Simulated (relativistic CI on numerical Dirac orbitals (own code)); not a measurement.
# W16+: q coefficients and field-shift factors

These numbers are calculated, not measured: Dirac-Coulomb-Breit CI, separate exchange-only KLI orbitals for each configuration, derivatives by finite differences, unscaled Slater integrals, QED left out (own radial code, finite nucleus).

CI space (outside the closed core [Ar] 3d10 4s2): 4p⁶4d¹⁰4f¹¹5s, 4p⁶4d¹⁰4f¹², 4p⁶4d¹⁰4f¹⁰5s², 4p⁶4d¹⁰4f¹¹5p, 4p⁶4d¹⁰4f¹¹5d, 4p⁶4d⁹4f¹³, 4p⁶4d¹⁰4f¹⁰6s², 4p⁵4d¹⁰4f¹³. The list is cut by size and lacks configurations that can hold low levels.

With x = (α/α₀)² − 1 an excitation energy changes as ω = ω₀ + qx; K = 2q/ω₀ is the relative enhancement. Terms are leading LS components, so labels can repeat. The field-shift factor is F = δν/δ⟨r²⟩ for the transition from the lowest level.

Lowest level 4p⁶4d¹⁰4f¹¹5s ⁵I°8.

```
             Level  ω₀ (cm⁻¹)  q (cm⁻¹)      K  F (GHz/fm²)
4p⁶4d¹⁰4f¹¹5s ⁵I°7     9473.2      6649    1.4        -1.09
4p⁶4d¹⁰4f¹⁰5s² ⁵I8    11958.8   -305000    -51          434
4p⁶4d¹⁰4f¹¹5s ⁵I°6    19502.1     16230   1.66        0.467
4p⁶4d¹⁰4f¹¹5s ⁵I°5    24775.6     13970   1.13        0.226
4p⁶4d¹⁰4f¹¹5s ³I°7    25671.2     13070   1.02        -6.13
4p⁶4d¹⁰4f¹⁰5s² ⁵I7    26436.4   -289700  -21.9          435
4p⁶4d¹⁰4f¹¹5s ⁵I°4    28829.1     14750   1.02       -0.143
4p⁶4d¹⁰4f¹¹5s ⁵F°5    29139.3      2878  0.198       -0.599
4p⁶4d¹⁰4f¹¹5s ³H°6    33449.6      7202  0.431        -3.58
4p⁶4d¹⁰4f¹⁰5s² ⁵I6    35034.6   -283300  -16.2          432
4p⁶4d¹⁰4f¹¹5s ⁵F°4    38443.9     11690  0.608       -0.501
4p⁶4d¹⁰4f¹¹5s ⁵S°2    38744.7      5399  0.279      -0.0685
4p⁶4d¹⁰4f¹⁰5s² ⁵I5    40041.5   -290200  -14.5          433
4p⁶4d¹⁰4f¹¹5s ³I°5    44139.4     17620  0.798        -4.53
4p⁶4d¹⁰4f¹¹5s ⁵F°1    44894.0      5480  0.244        -1.05
4p⁶4d¹⁰4f¹¹5s ³I°6    45100.8     18720   0.83        -2.89
4p⁶4d¹⁰4f¹¹5s ⁵F°3    45603.3     14970  0.657        0.743
4p⁶4d¹⁰4f¹⁰5s² ⁵I4    46139.5   -277600    -12          433
4p⁶4d¹⁰4f¹⁰5s² ⁵F5    46181.8   -293500  -12.7          435
4p⁶4d¹⁰4f¹¹5s ³H°5    47173.7     16080  0.682        -1.41
4p⁶4d¹⁰4f¹¹5s ⁵F°2    47394.3     15030  0.634        0.693
4p⁶4d¹⁰4f¹¹5s ⁵F°4    49037.0     16150  0.659        -1.75
4p⁶4d¹⁰4f¹⁰5s² ⁵S2    50049.3   -305400  -12.2          435
```

At this charge transitions that keep the count of f electrons are usually good to a few per cent. Terms inside the open d or f shell come out 10 to 20 % too wide with unscaled integrals. Levels that differ in their count of f electrons can be misplaced by several ten thousand cm⁻¹, since the correlation energy of f electrons is missing or only estimated; rates across such gaps can be off by orders of magnitude.
